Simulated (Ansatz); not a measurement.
System: sum formula GeBrF$_{3}$ (charge 0, singlet). 
Geometry from a B3LYP-D3(BJ)/def2-TZVP (Ansatz, an electronic-structure program) optimisation:
```xyz
5

F     -1.3656    -0.7238    -1.3445
Ge    -0.6569     0.0243     0.0223
F     -1.2303     1.6365     0.0681
F     -1.2740    -0.7694     1.4076
Br     1.5957    -0.0591    -0.0541
```
Charge 0, spin multiplicity 1.

Total electronic energies in hartree. Valence correlation only, unless marked. No spin-orbit coupling. The frozen core is the preceding noble-gas configuration, with the filled d and f shells of earlier blocks. No relativistic terms. Basis-set limits of correlation are two-point, X^-3; Hartree-Fock from the larger set (for Q and 5 zeta extrapolated as (X+1)exp(-9√X)).

```
level                                    program  energy (Eh)
--------------------------------  --------------  -----------
HF/STO-3G                                 Ansatz  -4890.62873
HF/6-31G                                  Ansatz  -4945.46606
HF/CBS(cc-pVQZ,cc-pV5Z)                   Ansatz   -4946.5162
RI-HF/aug-cc-pVQZ                         Ansatz  -4946.50852
r2SCAN-D4/def2-TZVPD              Ansatz + dftd4  -4950.85217
PBE0/6-31G*                               Ansatz  -4949.41026
PBE0-D3(BJ)/def2-TZVPD            Ansatz + dftd3  -4950.15054
BHLYP-D3(BJ)/def2-TZVPD           Ansatz + dftd3  -4950.86094
BHLYP-D4/def2-TZVPD               Ansatz + dftd4  -4950.86146
HSE06-D4/def2-TZVPD               Ansatz + dftd4  -4950.14487
CAM-B3LYP/def2-TZVPD                      Ansatz  -4951.17525
LC-wPBE-D3(BJ)/def2-TZVPD         Ansatz + dftd3  -4950.20444
LC-wPBE/def2-TZVPD                        Ansatz  -4950.20061
B2GP-PLYP/def2-TZVPD                      Ansatz  -4949.68087
MP2/cc-pVQZ                               Ansatz  -4947.63229
MP2/CBS(aug-cc-pVTZ,aug-cc-pVQZ)          Ansatz   -4947.7081
SCS-MP2/aug-cc-pVTZ                       Ansatz  -4947.50423
SCS-MP2/cc-pVTZ                           Ansatz  -4947.46778
SCS-MP2/aug-cc-pVQZ                       Ansatz  -4947.62624
SCS-MP2/cc-pV5Z                           Ansatz  -4947.66490
CCSD/STO-3G                               Ansatz  -4890.73014
CCSD(T)/cc-pVTZ                           Ansatz  -4947.53921
CCSD(T)/CBS(cc-pVQZ,cc-pV5Z)              Ansatz   -4947.7588
```

Totals of different functionals don't rank their quality; only differences between species are comparable.
